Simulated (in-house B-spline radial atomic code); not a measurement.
A radial electron density 4πr²n(r) was computed for an atom or ion in its tabulated ground configuration with a B-spline radial code for spherical atoms; method: Dirac-Kohn-Sham RPBE, spherical fractional occupations. Columns: r (bohr), 4πr²n(r) (electrons per bohr), bar.

```
 0.00051    2.702 #
 0.00063    3.799 #
0.000778    5.311 ##
0.000962    7.397 ##
 0.00119    10.24 ###
 0.00147    14.03 #####
 0.00181    18.94 ######
 0.00224    25.44 ########
 0.00277    33.63 ###########
 0.00342    43.56 ##############
 0.00423    55.26 ##################
 0.00522    68.03 ######################
 0.00645     81.1 ##########################
 0.00798    92.91 ##############################
 0.00985    101.4 #################################
  0.0122      105 ##################################
   0.015    103.2 ##################################
  0.0186     97.7 ################################
   0.023    93.15 ##############################
  0.0284    95.18 ###############################
  0.0351    106.7 ###################################
  0.0433    123.5 ########################################
  0.0535    134.8 ############################################
  0.0661    130.5 ###########################################
  0.0817    114.5 #####################################
   0.101    104.6 ##################################
   0.125    113.1 #####################################
   0.154    124.1 #########################################
    0.19    112.1 #####################################
   0.235    80.57 ##########################
   0.291    63.57 #####################
   0.359    71.09 #######################
   0.444    74.96 ########################
   0.549    58.33 ###################
   0.678    36.09 ############
   0.837    22.62 #######
    1.03    16.07 #####
    1.28    10.26 ###
    1.58    5.025 ##
    1.95    1.763 #
    2.41   0.4484 
    2.98  0.08353 
    3.68  0.01047 
    4.55 0.0007533 
    5.62 2.417e-05
```

(1) Which atom or ion is it?
A. W5+
B. Ir6+
C. W4+
D. Hf5+

Results:

(1) A. The area under the curve, ∫4πr²n dr = ∫r·4πr²n d(ln r) on this logarithmic grid, is 69 electrons, which only this option has. The configuration is [Xe] 4f14 5d1.
